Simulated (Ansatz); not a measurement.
Cartesian coordinates in Å:
```
B 1.966 1.440 0.387
N 1.106 0.345 0.536
Si -0.442 0.162 -0.207
C -1.174 -1.414 -0.760
N -1.555 -0.849 0.583
H 3.025 1.445 0.946
H 1.620 2.356 -0.303
H 1.410 -0.419 1.125
H -0.810 1.433 -0.857
H -0.679 -2.382 -0.708
H -1.935 -1.379 -1.541
H -2.532 -0.738 0.800
```

The species carries charge 0 and has multiplicity 1.

List the ωB97M-V/def2-TZVPP orbital energies in eV (the Gaussian-basis code of Ansatz). (Best estimate.)

Computed: Occupied: -1807.35, -394.76, -394.10, -281.75, -187.70, -148.38, -102.50, -102.49, -102.48, -27.58, -26.88, -20.45, -17.96, -17.60, -16.14, -14.99, -13.97, -13.04, -12.35, -11.89, -11.34, -10.30, -9.16. Lowest empty: 1.54, 2.17, 2.34, 2.78, 3.37, 3.58, 3.73, 4.08.
